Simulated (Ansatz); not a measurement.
Si(OH)Cl3 (SiCl₃OH). Total charge 0; singlet. Geometry r2SCAN-D4/def2-SVP, basis def2-TZVP, Ansatz.

```
run  HOMO (eV)  LUMO (eV)
  A      -8.37      -0.82
  B      -7.84      -1.17
  C      -9.34      -0.27
  D      -7.71      -1.20
  E      -7.89      -1.29
  F     -12.17       2.12
```

LC-ωPBE has ω = 0.4 bohr⁻¹.

The runs used B97M-V, BLYP, LC-ωPBE, PBE, PBE0, revPBE. Estimate which is which.

A B97M-V (0 % exact exchange); B revPBE (0 % exact exchange); C PBE0 (25 % exact exchange); D BLYP (0 % exact exchange); E PBE (0 % exact exchange); F LC-ωPBE (range-separated). Exact exchange lowers occupied and raises empty levels; among semilocal functionals meta-GGAs tend to open the gap a little, and such runs are hard to tell apart. The gap grows from 6.51 eV (BLYP) to 14.29 eV (LC-ωPBE).
